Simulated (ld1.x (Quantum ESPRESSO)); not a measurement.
**Reading a pseudo-wave (indium (In))**

Columns: radius, all-electron u(r) and pseudo u(r) of the 5p shell (level -3.40 eV) of indium in the configuration [Ar] 3d10 4s2 4p6 4d10 5s1 5p2; LDA (PZ), scalar-relativistic, ultrasoft scheme, ld1.x (Quantum ESPRESSO) 7.5.

| r (bohr) | all-electron | pseudo |
| --- | --- | --- |
| 0.066 | 0.0998 | 0.0092 |
| 0.132 | -0.0006 | 0.0355 |
| 0.198 | -0.1188 | 0.0757 |
| 0.264 | -0.1481 | 0.1247 |
| 0.330 | -0.1003 | 0.1765 |
| 0.396 | -0.0149 | 0.2249 |
| 0.462 | 0.0757 | 0.2647 |
| 0.528 | 0.1519 | 0.2917 |
| 0.594 | 0.2050 | 0.3036 |
| 0.660 | 0.2333 | 0.2999 |
| 0.726 | 0.2388 | 0.2818 |
| 0.792 | 0.2254 | 0.2514 |
| 0.858 | 0.1975 | 0.2118 |
| 0.924 | 0.1589 | 0.1657 |
| 0.990 | 0.1132 | 0.1158 |
| 1.056 | 0.0634 | 0.0640 |
| 1.122 | 0.0115 | 0.0116 |
| 1.188 | -0.0407 | -0.0407 |
| 1.254 | -0.0920 | -0.0920 |
| 1.320 | -0.1416 | -0.1416 |
| 1.386 | -0.1887 | -0.1887 |
| 1.452 | -0.2332 | -0.2332 |
| 1.518 | -0.2746 | -0.2746 |
| 1.584 | -0.3130 | -0.3130 |
| 1.650 | -0.3482 | -0.3482 |
| 1.716 | -0.3803 | -0.3803 |

(1) How many radial nodes do the two functions have?

(2) At about which radius was the pseudo-wave matched?

(3) Is the pseudo-wave norm-conserving?

Answers

(1) The all-electron 5p function has n − l − 1 = 3; the pseudo-wave has 1, since 1 lower shell of the same l stays in the valence.

(2) 1.22 bohr. The columns agree to 0.0005 from 1.12 bohr on; several derivatives are matched, so the curves merge somewhat inside the radius.

(3) No, it belongs to an ultrasoft set: the norm inside the radius is not constrained, and the difference is carried by the augmentation charge.
